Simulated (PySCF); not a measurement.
Computed properties of C2H5NO2Si, SMILES N1CO[Si@H](O)C=1

C2H5NO2Si, SMILES O[Si@@H]1C=NCO1. Geometry optimised at ωB97X-D3(BJ)/def2-SVP. The structure was generated by enumeration; whether it is a known compound was not checked. The values are those of a single conformer. All values are computed for the isolated molecule unless a solvent is named; none is compared with measurement here.

**Structure.** All 27 harmonic modes at ωB97X-D3(BJ)/def2-SVP (PySCF) are real, so it is a minimum. With heavy atoms numbered as in [OH:1][Si@@H:2]1[CH:3]=[N:4][CH2:5][O:6]1, the shortest bond between them is C3–N4 at 1.279 Å and the longest Si2–C3 at 1.890 Å.

**Vibrations.** The strongest infrared lines (harmonic, unscaled, degenerate partners summed) lie at 959 cm⁻¹ (233 km/mol, Si 46 %, O 35 %, H 16 %), 1124 cm⁻¹ (233 km/mol, C 49 %, O 43 %), 2335 cm⁻¹ (130 km/mol, H 97 %). The softest mode is at 132 cm⁻¹ and the zero-point energy is 49.4 kcal/mol.

**Electronic structure.** B3LYP/def2-TZVP (PySCF) places the frontier levels at -7.26 and -1.38 eV, a gap of 5.88 eV, and gives a dipole moment of 0.89 D and a mean polarisability of 57.4 bohr³. PBE/def2-TZVP (PySCF) at the same geometry gives -6.01 and -2.16 eV, so its gap is 2.03 eV narrower. An orbital gap is neither the optical nor the fundamental gap.

**Excitations.** TDA-M06-2X/def2-SVPD (PySCF) has S1 at 4.37 eV (284 nm, f = 0.000, dark); the most intense of the 10 singlets computed lies at 6.96 eV (f = 0.13). T1 (TDA) is at 3.64 eV, 0.73 eV under S1. TDA-PBE/def2-SVPD (PySCF) puts S1 at 4.26 eV. No vertical singlet excitation falls in the visible range (under 3.1 eV).

**NMR.** GIAO shifts at PBE0/pcSseg-1 (PySCF) (non-relativistic, atoms alike by connectivity averaged): ¹³C from 99.4 to 178.2 ppm against TMS; ¹H from 2.0 to 8.8 ppm against TMS; ²⁹Si at -17.0 ppm against TMS.

**Solvation.** SMD-PBE0/6-31G* (PySCF) gives -9.4 kcal/mol in water, -6.1 kcal/mol in dichloromethane, -5.5 kcal/mol in cyclohexanone (1 M in both phases, gas-phase geometry); of these solvents water holds the molecule best.
